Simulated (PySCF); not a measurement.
Electronic structure of Mn²⁺ (manganese, charge +2) at the UHF level

Configuration: [Ar] 3d5, high-spin 6S determinant. Calculation: PySCF 2.14, in cc-pVTZ-DK (7s6p4d2f1g, 68 functions); the spin-free X2C one-electron Hamiltonian (Gaussian nucleus).

```json
{"Total energy": "-1156.616048 hartree", "One-electron energy": "-1579.1710 hartree", "Hartree (Coulomb) energy": "473.7802 hartree", "Exchange energy": "-51.2252 hartree", "⟨S²⟩": "8.7506", "⟨L²⟩": "0.000", "Sum of ⟨r⟩": "14.84 bohr", "Sum of ⟨r²⟩": "15.86 bohr²", "Langevin diamagnetic susceptibility": "-12.6 ×10⁻⁶ cm³/mol", "Time after the integrals": "0.41 s of wall time on 1 thread of Neoverse-V1 (shared host)"}
```

```tsv
shell	electrons	mean orbital energy (hartree)	rms radius, mean of both spins (bohr)
1s α	1	-243.13562	0.0703
1s β	1	-243.13393	0.0703
2s α	1	-30.23526	0.302
2s β	1	-30.10360	0.302
2p α	3	-25.59546	0.273
2p β	3	-25.46330	0.273
3s α	1	-4.72949	0.917
3s β	1	-4.31563	0.917
3p α	3	-3.39048	0.986
3p β	3	-2.88734	0.986
3d α	5	-1.27957	1.24
```

Densities and radii are taken from the X2C orbitals without a picture-change correction, which distorts them close to the nucleus.
